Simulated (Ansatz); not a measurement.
Consider the ligand exchange at the Si–O bond: `CO[SiH2]F` + `[SiH3]S` → `F[SiH2]S[SiH3]` + CH₃OH.

Computed with Ansatz on PBE0-D4/def2-TZVP structures; ΔE is electronic, products minus reactants. CBS: MP2 limit from def2 TZ/QZ plus the TZ coupled-cluster correction, frozen cores. This one scheme is used for every species. One conformer a species, not always the lowest.

```csv
species,CCSD(T)/CBS(def2) energy (Eh)
`CO[SiH2]F`,-505.20189
`[SiH3]S`,-689.27336
`F[SiH2]S[SiH3]`,-1078.84190
CH₃OH,-115.61712
```

(1) Work out ΔE.

Largest T1 diagnostic among the species: 0.012.

## Answers

(1) ΔE = (-1078.84190) + (-115.61712) − (-505.20189) − (-689.27336) = 0.01623 Eh = +42.6 kJ/mol.

From BLYP to BHLYP (50 % exact exchange), in def2-TZVPP and without D4, ΔE moves by +5.5 kJ/mol. In def2-TZVPP, CCSD(T) changes the Hartree–Fock value by −14.8 kJ/mol (the triples alone add −3.1 kJ/mol) and MP2 by −17.9 kJ/mol. Leaving LDA and LC-ωPBE aside and taking each functional with its dispersion term where it has one, the values, not all of them listed here, spread over 23.2 kJ/mol, from revPBE-D4 to CAM-B3LYP-D4. LDA lies +4.3 kJ/mol from PBE without D4.
